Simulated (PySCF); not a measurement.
Working out the ionisation energy of Xe

Xe [Xe] (1S) → Xe⁺ [Kr] 4d10 5s2 5p5 (2P). Calculation: PySCF 2.14, in def2-SVP with the def2 core potential (28 electrons) (6s5p3d2f, 50 functions); scalar relativity through the core potential. Frozen: 4s2 4p6 4d10. Energies in hartree (1 hartree = 27.21139 eV):

```tsv
part	Xe (lower)	Xe⁺ (upper)
UHF	-328.298394	-327.877043
CCSD correlation	-0.160058	-0.134443
(T)	-0.004906	-0.003563
```

Problem. What does Hartree-Fock give?

Solution. (-327.877043) − (-328.298394) = 0.421351 hartree = 11.466 eV.

Problem. What do CCSD and CCSD(T) give?

Solution. The CCSD correlation energies differ by 0.025615 hartree = 0.697 eV and the triples by 0.001343 hartree = 0.037 eV, so CCSD gives 12.163 eV and CCSD(T) 12.200 eV.

Measured between the centres of the two terms (NIST): 12.565 eV, so CCSD(T) (valence) is off by -0.365 eV.

A double-zeta basis recovers only part of the correlation energy.

What remains against the reference includes basis incompleteness, the frozen core and higher excitations.
